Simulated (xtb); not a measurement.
Ga(H)(OH)(NH2) (GaH₄NO), SMILES [OH][GaH][NH2]. All values are semi-empirical tight-binding results from xtb (GFN2-xTB unless named), good for trends rather than for accurate numbers. The structure is a stationary point at GFN2-xTB. One conformer was computed; it need not be the lowest.

For metal compounds this method's bond lengths and energies can be far off.

```
Property                                      Result
-------------------------------------  -------------
orbital gap                                  4.38 eV
zero-point energy                      25.3 kcal/mol
G − E(el) at 298.15 K (modified RRHO)   7.2 kcal/mol
```
